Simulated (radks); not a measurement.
Spherical quantum dot in the effective-mass picture: electrons in a well V = -V0 / (1 + exp((r - R)/a)) with V0 = 57.4, R = 1.39, a = 0.093, all in effective atomic units (hartree* = m*/eps^2 hartree, bohr* = eps/m* bohr), one dielectric constant everywhere. Calculated with a radial shooting solver with Libxc functionals: non-relativistic Kohn-Sham, exchange-only LDA, spin-polarised, spherical densities. Levels are named by radial order and angular momentum (1s, 1p, 1d, 2s, ...), and open shells are averaged over m.

N = 3, configuration 1s2 1p(up 1, down 0). This is the lowest configuration that the search found. Occupied and some empty levels:

| level | occupation | eigenvalue (hartree*) | <r> (bohr*) |
|---|---|---|---|
| 1s up | 1 | -51.690 | 0.6970 |
| 1s down | 1 | -51.523 | 0.6950 |
| 1p up | 1 | -49.031 | 0.8177 |
| 1p down | 0 | -48.848 | 0.8176 |
| 1d up | 0 | -45.614 | 0.8975 |
| 1d down | 0 | -45.430 | 0.8980 |
| 2s up | 0 | -43.759 | 0.7060 |
| 2s down | 0 | -43.632 | 0.7069 |
| 1f up | 0 | -41.541 | 0.9575 |
| 1f down | 0 | -41.361 | 0.9582 |

Energy (hartree*): total -157.083, kinetic 9.3379, external -170.02, Hartree 5.4609, exchange-correlation -1.8637.

Electron density:

| r (bohr*) | n(r) (e/bohr*^3) |
|---|---|
| 0.0701 | 1.088 |
| 0.187 | 1.085 |
| 0.304 | 1.068 |
| 0.421 | 1.022 |
| 0.538 | 0.9318 |
| 0.656 | 0.7912 |
| 0.773 | 0.6089 |
| 0.890 | 0.4102 |
| 1.01 | 0.2298 |
| 1.12 | 0.09944 |
| 1.24 | 0.02980 |
| 1.36 | 0.005605 |
| 1.48 | 0.0006803 |
